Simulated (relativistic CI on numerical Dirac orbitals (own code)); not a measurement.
**One change at a time: Gd³¹⁺**

Base calculation: Dirac-Coulomb-Breit CI, orbitals from a KLI potential per configuration, a model potential for QED, unscaled Slater integrals.

Configuration list (outside the closed core [Ar] 3d10): 4s2 4p3, 4s 4p4, 4s2 4p2 4d, 4p5, 4s 4p3 4d, 4s2 4p2 4f, 4s 4p3 4f, 4p4 4d, 4s 4p2 4d2, 4s2 4p 4d 4f, 4p4 4f, 4s2 4p2 5s, 4p3 4d 4f, 4s 4p2 4f2, 4p4 5s, 4s2 4p2 5p, 4s 4p2 4d 5s, 4s2 4p 4f 5s, 4s 4p3 5s, 4s2 4p2 5d, 4s 4p3 5p, 4s2 4p2 5f, 4s2 4p2 5g, 4s 4p3 5d, 4p3 4f 5s, 4s2 4p2 6s, 4s 4p3 5f, 4s2 4p 4d2, 4s2 4d3, 4s 4p 4d3, 4s2 4d2 4f, 4s 4p 4d2 4f, 4s2 4d2 5s, 4p3 4d2, 4p2 4d3, 4p2 4d2 4f, 4p2 4d2 5s, 4s2 4p 4f2, 4s2 4d 4f2, 4s 4p 4d 4f2, 4s2 4f3, 4s 4p 4f3, 4s2 4f2 5s, 4p3 4f2, 4p2 4d 4f2, 4p2 4f3, 4p2 4f2 5s, 4s 4p2 4d 4f, 4s 4p 4d 4f 5s, 4s2 4p 4d 5s, 4s 4p 4d2 5s, 4s2 4d 4f 5s, 4s2 4d 5s2, 4p3 4d 5s, 4p2 4d 4f 5s, 4p2 4d 5s2, 4s 4p2 4f 5s, 4s 4p 4f2 5s, 4s 4p 4f 5s2, 4s2 4p 5s2, 4s 4p 4d 5s2, 4s2 4f 5s2. Double excitations out of closed p, d and f shells are left out; levels of such configurations are missing from the list, as are those of other unlisted configurations, and high levels can miss mixing partners. These lack a partner that the ground configuration has and come out too high: 4s2 4p2 5p, 4s2 4p2 5d, 4s 4p3 5p, 4s2 4p2 5f, 4s2 4p2 5g.

The lowest level and the first level of each name with at least 55 % of one term (blank where a level has no safe partner in the second run):

| Level | Base (cm⁻¹) | Shift (cm⁻¹) |
| --- | --- | --- |
| 4s2 4p3 2P°_3/2 | 0 | 0 |
| 4s2 4p3 2D°_5/2 | 344169 | +435 |
| 4s2 4p3 2P°_1/2 | 389548 | -3772 |
| 4s 4p4 4P_5/2 | 885497 | +11501 |
| 4s2 4p2 4d 4D_1/2 | 1257721 | +8218 |
| 4s2 4p2 4d 2P_1/2 | 1529952 | -12124 |

At this charge energies of transitions that change n are usually good to better than 1 %, and those within a shell (Δn = 0) to a few per cent.

One thing was changed in a second run, which moved the levels as shown. Which?
A. configuration mixing switched off
B. Breit term removed
C. valence Slater integrals scaled by 0.9
D. one mean potential for all configurations
E. QED terms removed

C. Valence Slater integrals scaled by 0.9. Scaling acts on the splittings between terms and on the mixing, and leaves the fine structure of pure LS terms nearly alone; in jj coupling it moves the levels of one term differently.

LS names give the leading component of a level, which can be under half, so a name can repeat, a term be missing and a line seem to break the LS rules.
